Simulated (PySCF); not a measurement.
CH₂Li₂, SMILES [Li][CH2][Li]. Coordinates come from a r2SCAN-D4/def2-TZVPD optimisation.

Computed with r2SCAN-D4/def2-TZVPD in PySCF.

Harmonic wavenumbers (cm⁻¹): 105, 175, 295, 318, 591, 690, 1262, 2923, 2989. Rotational constants (GHz): 47.28, 12.68, 10.67; symmetry number 2.

Task: Work out the zero-point energy and the ideal-gas rigid-rotor harmonic-oscillator thermochemistry at 298.15 K and 1 atm.

Result: ZPE = ½ Σ hcν = ½ × 9349 cm⁻¹ = 55.92 kJ/mol. H − E(el) = 72.25 kJ/mol. Entropy in J/(mol K): translation 150.26, rotation 83.97, vibration 38.96, total 273.18. G − E(el) = -9.20 kJ/mol. Cp = 71.78 J/(mol K). Modes under 150 cm⁻¹ make the vibrational entropy uncertain.
